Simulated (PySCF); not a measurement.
**Simulated absorption spectrum**

Species: C3H11PSSi2.
SMILES: `CS[Si@@H]1CC[SiH2]P1`

Method: TDDFT CAM-B3LYP/def2-SVPD, vertical, gas phase, core orbitals frozen in the response (PySCF 2.14.0, density-fitted response routines). Geometry: GFN2-xTB, one conformer, isolated molecule.

Computed states:

```
state  E (eV)       f
   S1    5.37  0.0062
   S2    5.73  0.0024
   S3    6.04  0.0078
   S4    6.24  0.0049
   S5    6.50   0.016
   S6    6.65   0.041
   S7    6.87   0.026
   S8    6.91  0.0057
```

Each state is given a Gaussian of 0.5 eV full width at half maximum, with ε(max) = 2.175×10⁸ f / Δν̃ (Δν̃ the width in cm⁻¹). The width is an assumption, not a result. The curve ends short of the highest state used, and states not computed would add to its high-energy end.

**Question.** Give the broadened spectrum and its maxima.

**Answer.** 
(λ (nm), ε (L mol⁻¹ cm⁻¹)): (196.3, 1684), (198.4, 1326), (200.4, 1085), (202.5, 909), (204.5, 788), (206.6, 684), (208.7, 593), (210.7, 516), (212.8, 447), (214.8, 397), (216.9, 363), (218.9, 347), (221.0, 346), (223.0, 354), (225.1, 366), (227.1, 374), (229.2, 374), (231.2, 364), (233.3, 340), (235.3, 307), (237.4, 266), (239.4, 223), (241.5, 178), (243.5, 139), (245.6, 104), (247.7, 74), (249.7, 53), (251.8, 35), (253.8, 24), (255.9, 15), (257.9, 10), (260.0, 6), (262.0, 3), (264.1, 2), (266.1, 1), (268.2, 1)

Maxima: 228 nm (5.43 eV), ε about 380, made up of S1 (85%) and S2 (13%) (ε in L mol⁻¹ cm⁻¹; maxima over ε = 5, shares over 10%). At its high-energy end, 6.31 eV, the curve is still rising (ε about 1600, from S3, S4, S5 and S6).

**Question.** What would ε be at 5.43 eV, the highest of these maxima, with half the width (0.25 eV)?

**Answer.** About 580 L mol⁻¹ cm⁻¹ against 376, a factor of about 1.5; a lone state at its own centre would give exactly 2.

**Question.** On this curve, what absorbance would a 10⁻⁵ mol/L sample give at 222 nm over a 1 cm path?

**Answer.** 222 nm is 5.585 eV, where ε is about 350 L mol⁻¹ cm⁻¹, so A = ε c l ≈ 0.0035 (Beer–Lambert, with the gas-phase spectrum and the assumed width).

**Question.** Coming from long wavelengths, where does ε first pass 100 L mol⁻¹ cm⁻¹?

**Answer.** At about 246 nm (5.04 eV), 0.33 eV below S1.
